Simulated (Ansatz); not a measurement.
C24H20Si⁻, that is tetraphenylsilane with one electron more. The state is a doublet with charge -1. Geometry PBE-D4/def2-SVP; atoms count from 1.

```xyz
45

C     2.212    3.519   -2.275
C     2.436    3.324   -0.889
C     1.785    2.282   -0.214
C     0.885    1.414   -0.877
Si    0.000    0.000    0.001
C    -1.779    0.505    0.366
C    -2.419    1.581   -0.294
C    -3.742    1.942   -0.001
C    -4.467    1.233    0.989
C    -3.844    0.179    1.673
C    -2.518   -0.181    1.378
C     0.003   -1.530   -1.103
C     1.168   -1.852   -1.864
C     1.194   -2.983   -2.699
C     0.069   -3.812   -2.815
C    -1.105   -3.493   -2.085
C    -1.129   -2.365   -1.254
C     0.891   -0.391    1.616
C     1.762   -1.497    1.760
C     2.410   -1.771    2.973
C     2.186   -0.939    4.099
C     1.308    0.149    3.985
C     0.659    0.421    2.768
C     0.692    1.611   -2.279
C     1.343    2.655   -2.958
H     2.723    4.334   -2.813
H     3.122    3.991   -0.341
H     1.973    2.134    0.863
H    -1.861    2.145   -1.059
H    -4.216    2.778   -0.541
H    -5.506    1.514    1.227
H    -4.397   -0.370    2.455
H    -2.038   -1.002    1.936
H     2.056   -1.203   -1.798
H     2.107   -3.216   -3.273
H     0.093   -4.695   -3.473
H    -2.000   -4.132   -2.173
H    -2.050   -2.121   -0.698
H     1.936   -2.156    0.893
H     3.092   -2.633    3.050
H     2.689   -1.150    5.057
H     1.118    0.793    4.861
H    -0.040    1.270    2.701
H     0.025    0.931   -2.834
H     1.174    2.791   -4.040
```

Single mean-field runs in def2-TZVP are fitted with def2-universal-jkfit. The highest occupied level of the relaxed charge -1 doublet lies above zero (up to 1.17 eV). Energy differences disagree on whether the electron is bound (positive means bound): -0.18 eV (each at its own geometry, against the charge 0 singlet, at PBE0-D4/def2-TZVP), but 0.21 eV at PBE-D4/def2-TZVP.

Problem. Estimate the Mulliken populations of the heavy atoms from the PBE0/def2-TZVP orbitals of Ansatz.

Solution. 
```tsv
atom	charge (e)	spin (α − β)
C1	-0.12	0.08
C2	-0.18	0.06
C3	-0.16	-0.02
C4	0.02	0.04
Si5	0.16	0.12
C6	0.02	0.04
C7	-0.16	-0.02
C8	-0.18	0.06
C9	-0.12	0.08
C10	-0.13	-0.03
C11	-0.21	0.12
C12	0.02	0.04
C13	-0.21	0.12
C14	-0.13	-0.03
C15	-0.12	0.08
C16	-0.18	0.06
C17	-0.16	-0.02
C18	0.02	0.04
C19	-0.16	-0.02
C20	-0.18	0.06
C21	-0.12	0.08
C22	-0.13	-0.03
C23	-0.21	0.12
C24	-0.21	0.12
C25	-0.13	-0.03
```
Mulliken values depend strongly on the basis.

Problem. Where does the spin sit?

Solution. Summed by element: C 0.95, Si 0.12, H -0.07, of 1 unpaired in all. Largest on single atoms: C23 0.12, C13 0.12, C11 0.12.

Problem. And the Mayer bond orders between heavy atoms (over 0.3)?

Solution. C1–C2 1.31 (1.42 Å); C1–C25 1.43 (1.40 Å); C2–C3 1.44 (1.40 Å); C3–C4 1.35 (1.42 Å); C4–Si5 1.00 (1.89 Å); C4–C24 1.25 (1.43 Å); Si5–C6 1.00 (1.89 Å); Si5–C12 1.00 (1.89 Å); Si5–C18 1.00 (1.89 Å); C6–C7 1.35 (1.42 Å); C6–C11 1.25 (1.43 Å); C7–C8 1.44 (1.40 Å); C8–C9 1.31 (1.42 Å); C9–C10 1.43 (1.40 Å); C10–C11 1.38 (1.41 Å); C12–C13 1.25 (1.43 Å); C12–C17 1.35 (1.42 Å); C13–C14 1.38 (1.41 Å); C14–C15 1.43 (1.40 Å); C15–C16 1.31 (1.42 Å); C16–C17 1.44 (1.40 Å); C18–C19 1.35 (1.42 Å); C18–C23 1.25 (1.43 Å); C19–C20 1.44 (1.40 Å); C20–C21 1.31 (1.42 Å); C21–C22 1.43 (1.40 Å); C22–C23 1.38 (1.41 Å); C24–C25 1.38 (1.41 Å).
